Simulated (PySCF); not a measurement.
B3LYP has the VWN-RPA correlation part, as in Gaussian. 

**C5H8, SMILES `C=CCC=C` (C–C–C–C torsion 117°, C–C–C–C torsion 117°) (charge 0, multiplicity 1)**

Level of theory: B3LYP-D3(BJ)/def2-TZVP run with PySCF 2.14.0.

```
Property                               Result
-------------  ------------------------------
HOMO                                 -7.15 eV
dipole moment                          0.12 D
HOMO–LUMO gap                         6.77 eV
LUMO                                 -0.39 eV
total energy                     -195.3942 Ha
cost           around 60 core-seconds (rough)
```

```xyz
13

C      1.9656    -1.0981    -0.7327
C      0.9543    -0.2415    -0.7850
C     -0.4078    -0.4785    -0.1940
C     -0.7258     0.5097     0.8937
C     -1.7132     1.3942     0.8528
H      1.8639    -2.0653    -0.2528
H      2.9291    -0.8676    -1.1688
H      1.0935     0.7221    -1.2674
H     -0.4507    -1.4962     0.2068
H     -1.1688    -0.4041    -0.9773
H     -0.0657     0.4839     1.7565
H     -1.8881     2.0890     1.6641
H     -2.3861     1.4525     0.0043
```
